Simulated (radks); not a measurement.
Nd2+, 58 electrons, occupied as [Xe] 4f3 5d1 (not the ground configuration). Method: scalar-relativistic Kohn-Sham, r2SCAN, spin-polarised, spherical densities, finite nucleus; open shells are filled with parallel spins first (spin-orbit coupling, left out, can overturn this in heavy ions); meta-GGA in the generalised Kohn-Sham scheme; Fermi nuclear charge, rms radius 4.9123 fm; computed with a radial shooting solver on a logarithmic mesh with Libxc functionals.

X-ray form factor f0, the Fourier transform of the density (f0(0) = 58):

| sin(theta)/lambda (1/angstrom) | f0 (electrons) |
|---|---|
| 0.05 | 57.190 |
| 0.1 | 54.980 |
| 0.15 | 51.886 |
| 0.2 | 48.446 |
| 0.25 | 45.056 |
| 0.3 | 41.930 |
| 0.4 | 36.671 |
| 0.5 | 32.481 |
| 0.6 | 28.966 |
| 0.8 | 23.372 |
| 1 | 19.523 |
| 1.25 | 16.473 |
| 1.5 | 14.275 |
| 2 | 10.454 |
